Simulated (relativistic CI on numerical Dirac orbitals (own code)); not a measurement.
## One change at a time: Re XVII

Base calculation: Dirac-Coulomb-Breit CI, separate exchange-only KLI orbitals for each configuration, QED by a radiative potential, unscaled Slater integrals.

CI space (outside the closed core [Kr]): 4d10 4f11 5s2, 4d10 4f12 5s, 4d10 4f11 5s 5p, 4d10 4f10 5s2 5p, 4d10 4f12 5d, 4d10 4f12 6s, 4d9 4f12 5s2, 4d10 4f11 5p 6s, 4d10 4f10 5s2 6s, 4d10 4f13, 4d9 4f14, 4d10 4f12 5p, 4d9 4f13 5p, 4d10 4f12 5f, 4d9 4f13 5f. Double excitations out of closed p, d and f shells are left out; levels of such configurations are missing from the list, as are those of other unlisted configurations, and high levels can miss mixing partners.

Variants: (1) P86 correlation estimate; (2) QED terms removed; (3) configuration mixing switched off. Shifts of the energy above 4d10 4f11 5s2 4I°_15/2, in cm⁻¹, for the lowest level and the first level of each name with at least 55 % of one term (blank where a level changes its place among those of its configuration and J or its character, or is not in the variant):

| Level | Base | Δ(1) | Δ(2) | Δ(3) |
| --- | --- | --- | --- | --- |
| 4d10 4f11 5s2 4I°_15/2 | 0.0 | 0.0 | 0.0 | 0.0 |
| 4d10 4f12 5s 4H_13/2 | 12047.3 | -5848.8 | +2503.8 | +2508.2 |
| 4d10 4f11 5s2 4I°_13/2 | 17379.9 | 0.0 | -76.0 | +0.3 |
| 4d10 4f12 5s 4H_11/2 | 19981.3 | -5848.7 | +2494.6 | +2546.9 |
| 4d10 4f12 5s 4F_9/2 | 23666.7 | -5848.3 | +2509.2 | +2624.1 |
| 4d10 4f11 5s2 4I°_11/2 | 23705.0 | +0.1 | -52.6 | +5.9 |
| 4d10 4f12 5s 4H_9/2 | 33848.6 | -5848.5 | +2421.4 | +2630.1 |
| 4d10 4f12 5s 2H_11/2 | 38392.8 | -5849.5 | +2449.0 | +2185.5 |
| 4d10 4f12 5s 4F_5/2 | 43025.2 | -5847.5 | +2440.8 | +2825.7 |
| 4d10 4f12 5s 4F_3/2 | 43785.6 | -5847.4 | +2456.0 | +2864.1 |
| 4d10 4f11 5s2 4F°_7/2 | 45963.7 | -9.4 | -71.3 | +37.0 |
| 4d10 4f11 5s2 4F°_5/2 | 48910.1 | -2.7 | -58.1 | +38.2 |
| 4d10 4f11 5s2 2K°_15/2 | 54964.4 | +0.2 | -63.4 | +11.0 |
| 4d10 4f12 5s 2F_5/2 | 55088.3 | -5848.1 | +2477.3 | +2476.5 |
| 4d10 4f11 5s2 4G°_11/2 | 57751.4 | +0.4 | -93.9 | +27.6 |
| 4d10 4f11 5s2 4G°_9/2 | 61726.6 | +0.4 | -109.2 | +26.2 |
| 4d10 4f11 5s2 2K°_13/2 | 67859.8 | +0.2 | -100.7 | +11.4 |
| 4d10 4f11 5s2 2P°_1/2 | 70030.1 | +0.3 | -76.1 | +18.0 |
| 4d10 4f11 5s2 4G°_5/2 | 74006.5 | -290.3 | -41.5 | +328.8 |
| 4d10 4f11 5s2 2D°_5/2 | 74723.9 | -13.0 | -79.1 | +71.0 |
| 4d10 4f13 2F°_7/2 | 79350.5 | -11883.7 | +2604.5 | +3055.4 |
| 4d10 4f11 5s2 2I°_11/2 | 82552.9 | +0.3 | -62.0 | +21.6 |

At this charge transitions that keep the count of f electrons are usually good to a few per cent. Terms inside the open d or f shell come out 10 to 20 % too wide with unscaled integrals. Levels that differ in their count of f electrons can be misplaced by several ten thousand cm⁻¹, since the correlation energy of f electrons is missing or only estimated; rates across such gaps can be off by orders of magnitude.

Ionisation energy from one configuration of each of the two ions, the ground ones as tabulated or assumed: base 392.84 eV; P86 correlation estimate 393.06 eV; QED terms removed 393.422 eV. The NIST ASD value (theoretical) is 403 ± 20 eV.

LS names give the leading component of a level, which can be under half, so a name can repeat, a term be missing and a line seem to break the LS rules.
